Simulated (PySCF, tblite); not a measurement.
Isomers of [C6H13F3P]+ (charge +1), one GFN2-xTB conformer each. Single-point energies are computed at PBE0/pcSseg-1 (PySCF, gas phase, no added dispersion term), electronic only.

Question: Rank them by PBE0/pcSseg-1 energy, lowest first (kcal/mol).
A. `[CH3:1][P+:2]([CH3:3])([CH3:4])[CH2:5][CH2:6][C:7]([F:8])([F:9])[F:10]` (charge +1) with P2–C5–C6–C7 56°
B. `[CH3:1][CH2:2][P+:3]([CH3:4])([CH3:5])[CH2:6][C:7]([F:8])([F:9])[F:10]` (charge +1) with C1–C2–P3–C4 -179°, C2–P3–C6–C7 -158°

Answer: A (0.0), B (5.7).

GFN2-xTB itself gives, in the same order: 0.0, 5.9. Both levels put the same isomer lowest.

Q: Which frontier levels and rotational constants go with these structures?

A: 
```tsv
SMILES	HOMO (eV, PBE0/pcSseg-1)	LUMO (eV)	A, B, C (MHz)
C[P+](C)(C)CCC(F)(F)F	-14.36	-3.54	2015, 699.6, 695.3
CC[P+](C)(C)CC(F)(F)F	-14.24	-3.64	1740, 713.8, 669.8
```

Q: What happens when harmonic zero-point energies from GFN2-xTB frequencies are added?

A: 
| SMILES | ZPE (kcal/mol) | electronic (kcal/mol) | with ZPE (kcal/mol) |
| --- | --- | --- | --- |
| C[P+](C)(C)CCC(F)(F)F | 112.7 | 0.0 | 0.0 |
| CC[P+](C)(C)CC(F)(F)F | 112.7 | 5.7 | 5.7 |

The zero-point energies span 0.0 kcal/mol. The order is unchanged.
